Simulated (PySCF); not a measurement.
In(Br)(Me)(OH) (CH4BrInO), SMILES [CH3][In]([OH])[Br].

Coordinates come from a B3LYP-D3(BJ)/def2-SVP optimisation. The def2 effective core potentials stand for the cores of In; spin–orbit coupling is left out. One conformer was computed; it need not be the lowest.

The numbers are results of TDDFT-PBE/def2-SVPD in PySCF, not measurements.

Vertical excitations. The molecule is in vacuum.

Computed excitation energies, oscillator strengths and character:
```tsv
state	energy (eV)	λ (nm)	f	main pairs
S1	4.44	279	0.032	HOMO→LUMO 94 %
S2	4.45	279	0.001	HOMO−1→LUMO 99 %
S3	4.84	256	0.018	HOMO−2→LUMO 74 %, HOMO→LUMO+1 26 %
S4	4.85	255	0.010	HOMO→LUMO+1 74 %, HOMO−2→LUMO 25 %
S5	5.06	245	0.003	HOMO−1→LUMO+1 67 %, HOMO−3→LUMO 29 %
S6	5.51	225	0.020	HOMO−2→LUMO+1 69 %, HOMO−4→LUMO 21 %
S7	5.63	220	0.001	HOMO−3→LUMO+1 99 %
S8	5.85	212	0.252	HOMO−3→LUMO 55 %, HOMO−1→LUMO+1 21 %
S9	5.98	207	0.004	HOMO−4→LUMO+1 99 %
S10	6.25	198	0.286	HOMO−4→LUMO 59 %, HOMO−2→LUMO+1 19 %
T1	4.07	305	0	HOMO→LUMO 99 %
T2	4.19	296	0	HOMO−1→LUMO 99 %
T3	4.51	275	0	HOMO−2→LUMO 98 %
T4	4.65	267	0	HOMO−3→LUMO 79 %, HOMO−1→LUMO+1 19 %
```
Triplets are in the Tamm–Dancoff approximation, which puts them higher than full response would, so one can lie above its singlet here.
